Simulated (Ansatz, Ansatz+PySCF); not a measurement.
```yaml
atoms:
  - { symbol: C, position_ang: [0.0000, 0.0000, -0.9025] }
  - { symbol: O, position_ang: [0.0000, 0.0000, 0.6768] }
```

Basis set: STO-3G (spherical functions). Frozen core: 2 orbitals. Charge 0, multiplicity 1.

Computed with Ansatz (development build ahead of 0.2.0); each method stands on the lowest determinant of its kind that the runs found. Restricted open shells among the atoms or ions are ROHF, correlated in semicanonical orbitals with singles. Restricted functionals stand beside restricted open-shell atoms, which can lie above the unrestricted atoms usual in DFT and then raise those values.

The atomization energy at this shape (free ground-state atoms in the same class of orbitals less the molecule, no zero-point energy) of singlet CO:

| method | atomization energy |
| --- | --- |
| PBE0 (restricted) | 6.07 eV |
| RHF-CCSD(T) | 5.90 eV |
| RHF-MP2 | 5.55 eV |
| UHF-MP2 | 3.42 eV |
| UHF-CCSD(T) | 5.68 eV |
| RHF | -0.39 eV |
| UHF | 1.96 eV |

Question: What does PBE0 (unrestricted) give?

Answer: 6.15 eV. Caution: the shape is not the minimum. Caution for PBE0 (unrestricted): the unrestricted determinant is spin contaminated. Caution for RHF-CCSD(T), RHF-MP2, RHF: an unrestricted determinant lies well below. Caution for RHF-CCSD(T), RHF-MP2: large share of triples, a single reference is doubtful. Caution for UHF-MP2, UHF-CCSD(T): a plain start can end on a higher determinant; large amplitudes, a single reference is doubtful. Caution for UHF-MP2: another reference gives a lower total. Caution for UHF-MP2, UHF-CCSD(T), UHF: the unrestricted determinant is a mixture of spin states.

This basis has no polarisation functions and is too small for such energies, which can lie far from measured ones in either direction.
